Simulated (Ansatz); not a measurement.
Al₃P₄⁻ (the lowest singlet isomer of a short search). Charge -1, multiplicity 1. Geometry r2SCAN-D4/def2-SVPD, basis def2-TZVPD, Ansatz.

```xyz
7

Al   -1.189    0.961   -0.586
Al    1.465    0.289    0.671
Al   -0.211   -1.463   -0.338
P     2.035   -1.789   -0.009
P    -1.817   -0.812   -1.839
P    -0.661    0.459    1.640
P     0.379    2.355    0.461
```

```
run  HOMO (eV)  LUMO (eV)
  A      -0.80      -0.03
  B      -0.95       0.01
  C      -2.22       1.25
  D      -1.59       0.53
  E      -3.31       2.91
```

The structure comes from a short search, and lower isomers may exist.

Q: The runs used BHLYP, HF, PBE, PBE0, r2SCAN. Estimate which is which.

A: A PBE (0 % exact exchange); B r2SCAN (0 % exact exchange); C BHLYP (50 % exact exchange); D PBE0 (25 % exact exchange); E HF (100 % exact exchange). Exact exchange lowers occupied and raises empty levels; among semilocal functionals meta-GGAs tend to open the gap a little, and such runs are hard to tell apart. The gap grows from 0.77 eV (PBE) to 6.22 eV (HF).
